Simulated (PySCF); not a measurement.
Se(F)(SiH3) (FH3SeSi), SMILES [Se](F)[SiH3].

Coordinates come from a PBE-D3(BJ)/def2-TZVP optimisation.

Level of theory: B3LYP/def2-TZVPD run with PySCF.

The molecule is in vacuum.

Estimate the frontier levels, gap, dipole moment and polarisability. (Estimate from the structure and the level; the computed values follow.)


| Item | Result |
|---|---|
| highest occupied level | -6.96 eV |
| lowest empty level | -2.72 eV |
| orbital gap | 4.24 eV |
| dipole moment | 0.464 e·Å |
| quadrupole, principal values (traceless, Buckingham form, about the centre of nuclear charge) | -2.06, -1.62, 3.68 D·Å |
| mean static polarisability | 59.8 bohr³ (8.86 Å³) |
| polarisability, principal values | 51.6, 54.7, 73.1 bohr³ |
